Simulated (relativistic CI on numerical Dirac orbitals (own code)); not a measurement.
Radial parameters of Au LXXI

Computed by Dirac-Coulomb-Breit CI, KLI orbitals optimised for each configuration, QED by a radiative potential, unscaled Slater integrals (own radial code, finite nucleus).

Slater integrals F^k, G^k are unscaled and averaged over j, outside the closed core 1s2; ζ comes from projecting the Hamiltonian with its Breit term on Σ l·s of the shell.

- 2s²2p⁵: ζ(2p) = 1.0121e+07 cm⁻¹; <r>(2p) = 0.06206, <r^2>(2p) = 0.004718 (bohr units).
- 2s²2p⁴3s: F^2(2p,2p) = 1.5106e+06, ζ(2p) = 1.023e+07, G^1(2p,3s) = 165030 cm⁻¹; <r>(2p) = 0.06177, <r^2>(2p) = 0.004672, <r>(3s) = 0.1646, <r^2>(3s) = 0.03103 (bohr units).
- 2p⁶3p: ζ(3p) = 2.8688e+06 cm⁻¹; <r>(3p) = 0.1613, <r^2>(3p) = 0.03023 (bohr units).

Averages of the first 10 configurations, taken without configuration mixing, which lowers the lowest level and can move excited configurations by several eV; other configurations of the list can lie among them:

| Configuration | Parity | States | Average energy above the lowest level (eV) |
| --- | --- | --- | --- |
| 2s²2p⁵ | odd | 6 | 628.8 |
| 2s2p⁶ | even | 2 | 2417.5 |
| 2s²2p⁴3s | even | 30 | 10942.3 |
| 2p⁶3s | even | 2 | 14512.8 |
| 2p⁶3p | odd | 6 | 15008.8 |
| 2s²2p⁴3p | odd | 90 | 11451.5 |
| 2p⁶3d | even | 10 | 15421.1 |
| 2s²2p⁴3d | even | 150 | 11863.8 |
| 2s2p⁵3s | odd | 24 | 12693.8 |
| 2s2p⁵3p | even | 72 | 13196.4 |
